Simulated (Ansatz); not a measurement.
Steps of a relaxation of `F[SiH2][SbH][SeH]` with RKS PBE0-D4/def2-TZVP.

```sh
$ ansatz run in.yaml --threads 4 --pin off --events-out ev --progress --plain --max-ram 10444MiB
```

```yaml
crystal:
  periodic: [false, false, false]
  atoms:
    - {symbol: F, position_ang: [-1.740144, 1.673581, -0.360904]}
    - {symbol: Si, position_ang: [-0.133080, 1.327135, -0.384859]}
    - {symbol: Sb, position_ang: [0.330250, -0.541467, 1.366072]}
    - {symbol: Se, position_ang: [-0.206969, -2.393835, -0.393713]}
    - {symbol: H, position_ang: [0.234099, 0.886462, -1.774892]}
    - {symbol: H, position_ang: [0.616375, 2.586087, -0.031033]}
    - {symbol: H, position_ang: [2.012985, -0.442612, 0.930028]}
    - {symbol: H, position_ang: [-1.021318, -3.152550, 0.593401]}
basis:
  gaussian: {orbitals: def2-TZVP}
hamiltonian: {xc: pbe0, dispersion: d4}
relax: {f_tol: 0.005, max_steps: 150}
```

Positions (Å) and forces (eV/Å) along the path, 9 of 9 steps:

```xyz
8
step=1 energy=-82537.5200 eV
F    -1.740    1.674   -0.361    1.184   -0.240   -0.036
Si   -0.133    1.327   -0.385   -0.765    0.237   -0.019
Sb    0.330   -0.541    1.366    0.186   -0.089   -0.543
Se   -0.207   -2.394   -0.394   -0.130    0.083    0.549
H     0.234    0.886   -1.775   -0.136    0.108    0.312
H     0.616    2.586   -0.031   -0.217   -0.271   -0.084
H     2.013   -0.443    0.930   -0.343   -0.024    0.084
H    -1.021   -3.153    0.593    0.222    0.196   -0.264
8
step=2 energy=-82537.5287 eV
F    -1.706    1.650   -0.352    0.661   -0.113   -0.027
Si   -0.114    1.310   -0.370   -0.749    0.385   -0.281
Sb    0.296   -0.550    1.305    0.019    0.306    0.761
Se   -0.183   -2.348   -0.362   -0.225   -0.573   -0.450
H     0.237    0.880   -1.751   -0.013    0.045    0.046
H     0.610    2.567   -0.022   -0.019   -0.096    0.007
H     1.937   -0.456    0.889    0.295    0.027    0.000
H    -0.985   -3.110    0.608    0.032    0.018   -0.057
8
step=3 energy=-82537.5691 eV
F    -1.709    1.680   -0.367    0.395   -0.138    0.027
Si   -0.134    1.315   -0.383   -0.337    0.211   -0.105
Sb    0.329   -0.544    1.326   -0.061    0.057    0.195
Se   -0.202   -2.374   -0.371   -0.022   -0.116   -0.119
H     0.214    0.895   -1.766   -0.012    0.001    0.032
H     0.605    2.557   -0.026   -0.004   -0.039    0.002
H     1.993   -0.447    0.938    0.012   -0.007   -0.044
H    -1.004   -3.139    0.593    0.030    0.031    0.012
8
step=4 energy=-82537.5726 eV
F    -1.693    1.716   -0.348    0.147   -0.024   -0.041
Si   -0.136    1.317   -0.394   -0.137   -0.040    0.126
Sb    0.286   -0.533    1.349   -0.056    0.077   -0.013
Se   -0.256   -2.324   -0.396    0.015   -0.057   -0.078
H     0.192    0.869   -1.770   -0.025   -0.006   -0.015
H     0.656    2.520   -0.044    0.022    0.093   -0.009
H     1.950   -0.428    0.958    0.044   -0.026   -0.011
H    -0.906   -3.195    0.590   -0.009   -0.017    0.041
8
step=5 energy=-82537.5743 eV
F    -1.696    1.706   -0.360    0.096   -0.025    0.004
Si   -0.134    1.327   -0.384   -0.083    0.000   -0.006
Sb    0.291   -0.545    1.334    0.021    0.016   -0.052
Se   -0.235   -2.363   -0.403   -0.006    0.027    0.085
H     0.204    0.882   -1.759   -0.006    0.007   -0.006
H     0.632    2.552   -0.040    0.003    0.003    0.013
H     1.959   -0.453    0.943   -0.018    0.006    0.005
H    -0.929   -3.163    0.614   -0.006   -0.033   -0.044
8
step=6 energy=-82537.5756 eV
F    -1.690    1.717   -0.359    0.001    0.001    0.001
Si   -0.133    1.330   -0.387   -0.006   -0.011   -0.010
Sb    0.285   -0.537    1.334   -0.004    0.001    0.012
Se   -0.246   -2.358   -0.392    0.004    0.001   -0.009
H     0.200    0.885   -1.764   -0.002    0.008   -0.004
H     0.641    2.551   -0.039    0.004   -0.005    0.005
H     1.952   -0.448    0.944    0.001   -0.002   -0.001
H    -0.917   -3.197    0.609    0.002    0.006    0.006
8
step=7 energy=-82537.5756 eV
F    -1.691    1.713   -0.362   -0.002   -0.003   -0.002
Si   -0.134    1.326   -0.391    0.004    0.010    0.019
Sb    0.286   -0.536    1.334    0.000    0.003   -0.017
Se   -0.244   -2.358   -0.391   -0.005   -0.010    0.006
H     0.202    0.895   -1.771   -0.002   -0.005    0.001
H     0.639    2.544   -0.030    0.003    0.006   -0.005
H     1.953   -0.450    0.940    0.001    0.004    0.004
H    -0.919   -3.190    0.614    0.000   -0.004   -0.004
8
step=8 energy=-82537.5757 eV
F    -1.690    1.718   -0.360    0.000    0.002    0.002
Si   -0.134    1.329   -0.390   -0.002   -0.002   -0.003
Sb    0.283   -0.537    1.332    0.001    0.002    0.003
Se   -0.244   -2.362   -0.392    0.011    0.010   -0.017
H     0.197    0.893   -1.770    0.001    0.000    0.001
H     0.644    2.545   -0.035    0.002    0.002    0.000
H     1.951   -0.449    0.945   -0.002    0.001    0.000
H    -0.915   -3.195    0.613   -0.010   -0.014    0.015
8
step=9 energy=-82537.5758 eV
F    -1.689    1.723   -0.357   -0.001    0.002    0.000
Si   -0.134    1.329   -0.390   -0.001   -0.001   -0.001
Sb    0.280   -0.537    1.333    0.001    0.000    0.000
Se   -0.243   -2.361   -0.393    0.000   -0.001    0.001
H     0.194    0.890   -1.770    0.000    0.000    0.000
H     0.648    2.544   -0.038    0.001   -0.001    0.001
H     1.948   -0.447    0.948    0.000    0.000    0.000
H    -0.911   -3.199    0.611    0.000    0.000   -0.001
```

It took 13 s on 4 threads of an AMD EPYC 9R45 on a shared host, with 0.64 GiB of host memory at the peak.
